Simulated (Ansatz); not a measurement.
Consider the formal exchange of groups at a C–Si bond: `O=C[SiH2]CS` + `C=O` → `O=CC=O` + `[SiH3]CS`.

Computed with Ansatz on PBE0-D4/def2-TZVP structures; ΔE is electronic, products minus reactants. CBS: MP2 limit from def2 TZ/QZ plus the TZ coupled-cluster correction, frozen cores. This one scheme is used for every species. Functionals use def2-TZVPP. B3LYP here is the variant with VWN-RPA as its local correlation; programs differ in this. Each species was taken in one conformer, which may not be the lowest.

```tsv
level	ΔE (kJ/mol)
PBE-D4	-9.3
r2SCAN-D4	-13.0
B3LYP-D4	-9.6
CCSD/def2-TZVPP	-14.3
CCSD(T)/def2-TZVPP	-13.4
HF/def2-QZVPP	-23.3
HF/CBS(def2)	-23.3
CCSD/CBS(def2)	-11.7
```

Task: What does CCSD(T)/CBS give? (Estimate.)

Result: The calculation gave: -10.8 kJ/mol. The listed levels differ from it by 1.5, -2.2, 1.2, -3.5, -2.6, -12.5, -12.5, -0.9 kJ/mol.

Largest T1 diagnostic among the species: 0.016.

In def2-TZVPP, CCSD(T) changes the Hartree–Fock value by +9.8 kJ/mol (the triples alone add +1.0 kJ/mol) and MP2 by +9.7 kJ/mol. The D4 term adds +6.2 kJ/mol with B3LYP and +3.6 kJ/mol with PBE0; it sums over pairs of atoms, weighted by their polarisabilities, and B3LYP, whose exchange is more repulsive, gets the larger term.
